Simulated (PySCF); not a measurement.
AlHFCl, SMILES [F][AlH][Cl].

The structure is a stationary point at PBE-D3(BJ)/def2-TZVP.

The numbers are results of PBE/def2-TZVPD run with PySCF, not measurements.

Isolated molecule, no solvent.

Task: Estimate the frontier levels, gap, dipole moment and polarisability. (Estimate from the structure and the level; the computed values follow.)

Result: 
```json
{
  "highest_occupied_level": "-8.13 eV",
  "lowest_empty_level": "-2.06 eV",
  "orbital_gap": "6.07 eV",
  "dipole_moment": "1.26 D",
  "quadrupole, principal values (traceless, Buckingham form, about the centre of nuclear charge)": "-6.48, 0.17, 6.31 D·Å",
  "mean_static_polarisability": "41.2 bohr³ (6.11 Å³)",
  "polarisability_principal_values": "35.4, 39.2, 49.1 bohr³"
}
```
